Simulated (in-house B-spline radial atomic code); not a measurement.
**BP86 excitations of Sr2+**

Method: BP86. Computed with a B-spline radial code for spherical atoms: linear response of the closed shell [Ar] 3d10 4s2 4p6 with the functional's adiabatic kernel; scalar-relativistic (spin-free one-electron X2C), finite nucleus, no spin-orbit coupling, no double excitations, S, P, D and F terms only; shells from n = 2 respond. Only terms of natural parity with L up to 3 were computed.

Command:
```bash
python run_td.py task.json out
```
Settings (radii: box in bohr, nucleus in fm):
```
Z                        38
electrons                36
configuration            [Ar] 3d10 4s2 4p6
hamiltonian              x2c
method                   b88,p86
box_radius               29.48
rms_radius               4.224
intervals                73
```

Cost of the run: 2.5 s on 1 thread of Arm Neoverse N1 (shared host).

The lowest states, in the order of their Tamm-Dancoff energies; the method's threshold (minus the highest occupied level) is 36.60 eV. Labels give the largest channel, * marks a mixed state, and oscillator strengths are full-response dipole values. Semilocal kernels can invert the small singlet-triplet splittings of Rydberg terms. Energies in eV:

```tsv
state	full response	Tamm-Dancoff	oscillator strength
4p → 4d 3P	21.888	21.949	-
4p → 4d 3F	22.098	22.177	-
4p → 5s 3P	23.034	23.044	-
4p → 5s 1P	?	?	?
4p → 4d 1F	23.541	23.556	-
4p → 5p 3S	26.528	26.543	-
4p → 5p 3D	?	?	-
4p → 5p 1D	26.861	26.867	-
4p → 4d 1P	27.375	27.879	3.49
4p → 5p 1S	27.927	28.023	-
```

(1) Where does 4p → 5s 1P lie?

(2) Where does 4p → 5p 3D lie?

(3) How large is the singlet-triplet splitting of 4p → 5s (P terms) in Tamm-Dancoff?

(4) What polarisabilities and dispersion coefficient does the method give?

## Answers

(1) At 23.336 eV in full response, 23.348 eV in Tamm-Dancoff, oscillator strength 0.511.

(2) At 26.745 eV in full response, 26.753 eV in Tamm-Dancoff.

(3) 0.304 eV, from the unrounded values.

(4) Dipole 5.945 bohr³, quadrupole 18.05 bohr⁵, C6 29.65 hartree·bohr⁶ for two such species.
